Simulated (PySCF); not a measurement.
HO4S, multiplicity 2. Atoms are numbered in the order given.

```xyz
6

O      0.5349    -0.7782    -1.1616
S     -0.0924    -0.0688     0.0000
O      0.5349    -0.7782     1.1616
O     -1.5315     0.0717     0.0000
O      0.4664     1.4446     0.0000
H      1.4405     1.4212     0.0000
```
Charge 0, spin multiplicity 2.

Geometry: r2SCAN-D4/def2-SVP. The isomer is the one that the SMILES or the coordinates give; other isomers of the formula were not compared. Other conformers were not sampled.

The numbers are results of B3LYP/def2-TZVP (PySCF), not measurements.

ESP charges are fitted to the potential on shells at 1.4 to 2.0 van der Waals radii. Atomic charges (e):

| atom | ESP fit | Löwdin | Mulliken spin |
|---|---|---|---|
| O1 | -0.29 | -0.14 | 0.50 |
| S2 | 0.96 | 0.45 | -0.12 |
| O3 | -0.29 | -0.14 | 0.50 |
| O4 | -0.33 | -0.20 | 0.13 |
| O5 | -0.47 | -0.15 | 0.00 |
| H6 | 0.42 | 0.19 | 0.00 |

### Question
Give the Mayer and Wiberg (Löwdin basis) orders of the bonds. (Estimate from the structure and the level; the computed values follow.)

### Answer

```
bond   Mayer  Wiberg
-----  -----  ------
O1–S2   1.54    2.04
S2–O3   1.54    2.04
S2–O4   1.94    2.39
S2–O5   1.11    1.48
O5–H6   0.85    1.02
```
